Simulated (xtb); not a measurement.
xtb input:

```bash
xtb mol.xyz --gfn 1 --opt tight --chrg 1 --uhf 0
```
mol.xyz:
```
3

P     -0.00000000    -0.00000000    -1.01169731
P      0.00000000     0.00000000     0.86001478
H      0.00000000     0.00000000     2.27523807
```

**Question.** What final total energy does it print?

**Answer.** -5.17779 Eh (GFN1-xTB).

It need not be the lowest isomer of its formula.
